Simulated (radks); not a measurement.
Results of a calculation; reference values are marked as such.
All-electron atom: Os3+ in [Xe] 4f13 5d5 6p1 (not the ground configuration). Level of theory: scalar-relativistic Kohn-Sham, PBEsol, spin-polarised, spherical densities, finite nucleus; open shells are filled with parallel spins first (spin-orbit coupling, left out, can overturn this in heavy ions); Fermi nuclear charge, rms radius 5.4126 fm (a radial shooting solver on a logarithmic mesh with Libxc functionals). Some entries of the table are withheld. Estimate them.

orbital,occ.,eigenvalue (eV),<r> (bohr)
1s up,1,-73866.78,0.01774
1s down,1,-73866.76,0.01774
2s up,1,-12906.37,0.07493
2s down,1,-12905.97,0.07493
2p up,3,-11249.12,0.06729
2p down,3,-11248.78,0.06729
3s up,1,-3042.508,0.1940
3s down,1,-3041.659,0.1940
3p up,3,-2555.693,0.1946
3p down,3,-2554.822,0.1946
3d up,5,-2010.507,0.1763
3d down,5,-2009.692,0.1762
4s up,1,-680.2427,0.4311
4s down,1,-678.6677,0.4312
4p up,3,-520.0299,0.4582
4p down,3,-518.5102,0.4582
4d up,5,-320.9815,0.4865
4d down,5,-319.4292,0.4864
5s up,1,-133.2592,0.9896
5s down,1,-129.9785,0.9834
4f up,7,-99.6100,(1)
4f down,6,-97.8348,(2)
5p up,3,-91.1800,1.134
5p down,3,-87.3220,1.126
5d up,5,(3),(4)
5d down,0,(5),(6)
6p up,1,-25.1724,2.794

Answer. 
(1) 4f up <r> (bohr): 0.5434
(2) 4f down <r> (bohr): 0.5411
(3) 5d up eigenvalue (eV): -42.4504
(4) 5d up <r> (bohr): 1.510
(5) 5d down eigenvalue (eV): -38.0089
(6) 5d down <r> (bohr): 1.512
